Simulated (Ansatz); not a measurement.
Ansatz (a program for electronic structure) input (PBE0/def2-TZVP):

Ansatz 0.2 input:
```yaml
crystal:
  periodic: [false, false, false]
  atoms:
    - {symbol: C, position_ang: [0.23590132, 1.65404884, 0.29640781]}
    - {symbol: C, position_ang: [-1.03341660, 1.01180412, 0.74729723]}
    - {symbol: C, position_ang: [-1.59887062, -0.02579718, -0.24331466]}
    - {symbol: C, position_ang: [-0.97658772, -1.42451542, -0.14809893]}
    - {symbol: C, position_ang: [0.54336026, -1.47237580, 0.06642419]}
    - {symbol: C, position_ang: [1.35160007, -0.43609497, -0.72241246]}
    - {symbol: C, position_ang: [1.49319768, 0.91080502, 0.00481685]}
    - {symbol: H, position_ang: [0.30645341, 2.73283711, 0.36711952]}
    - {symbol: H, position_ang: [-0.90041842, 0.52325795, 1.72658684]}
    - {symbol: H, position_ang: [-1.77998118, 1.79241488, 0.90623098]}
    - {symbol: H, position_ang: [-2.67661825, -0.11862910, -0.08537284]}
    - {symbol: H, position_ang: [-1.47463180, 0.36881876, -1.25471064]}
    - {symbol: H, position_ang: [-1.45289825, -1.97410834, 0.66927458]}
    - {symbol: H, position_ang: [-1.22635699, -1.97042240, -1.06267583]}
    - {symbol: H, position_ang: [0.76761436, -1.34307707, 1.12994878]}
    - {symbol: H, position_ang: [0.88791836, -2.47812811, -0.18661538]}
    - {symbol: H, position_ang: [0.90911193, -0.28297345, -1.71129285]}
    - {symbol: H, position_ang: [2.35904155, -0.82328393, -0.89447666]}
    - {symbol: H, position_ang: [2.02346702, 0.70653837, 0.95276383]}
    - {symbol: H, position_ang: [2.16619174, 1.55950783, -0.56350024]}
basis:
  gaussian:
    orbitals: def2-TZVP
hamiltonian:
  xc: {name: PBE0}
magnetization: {spin_polarized: true, initial_magnetization: 1}
```

Output:

```
Functional definition: PBE0
integrals: 0.30 GiB planned
1832 factors; their error is unknown
0.43 GiB of the device are held for the grids
2.05 GiB of device memory are held for the factors and their scratch space
mean field: 2.62 GiB planned
mean field evaluation 1: about -7448.8822 eV, gradient 5.5e1 eV
mean field evaluation 2: about -7437.6802 eV, gradient 7.2e1 eV
mean field evaluation 4: about -7463.3914 eV, gradient 1.5e0 eV
mean field evaluation 8: about -7463.3984 eV, gradient 1.7e-1 eV
mean field evaluation 16: about -7463.3547 eV, gradient 8.6e-4 eV
mean field -7463.35465528 eV, -274.2732247380 hartree, gradient 3.8e-5 eV, S^2 0.755238; 0 other end points of the search recorded, 0 dependent functions left out
reference -7463.35469362 eV, -274.2732261469 hartree; 28, 27 occupied and 267, 268 virtual orbitals, 1832 factors
Total energy: -7463.35469362 eV, -274.2732261469 hartree
```

It need not be the lowest isomer of its formula.
